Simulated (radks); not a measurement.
Values are calculated unless marked as measured or tabulated.
Q: Spherical quantum dot in the effective-mass picture: electrons in a parabolic well V = omega^2 r^2 / 2 with omega = 0.142, with a point charge +1 (a donor) at the centre, all in effective atomic units (hartree* = m*/eps^2 hartree, bohr* = eps/m* bohr), one dielectric constant everywhere. Level of theory: non-relativistic Kohn-Sham, r2SCAN, spin-polarised, spherical densities, generalised Kohn-Sham scheme (a radial shooting solver with Libxc functionals). Levels are named by radial order and angular momentum (1s, 1p, 1d, 2s, ...), and open shells are averaged over m. At N = 15 the configuration is 1s2 1p6 1d(up 5, down 0) 2s2. Does electron 16 go into 1f down or 1f up or 1d down?

A: Into 1d down. The total energies of the other choices lie higher by 0.0310 hartree* (1f up), 0.0687 hartree* (1f down).
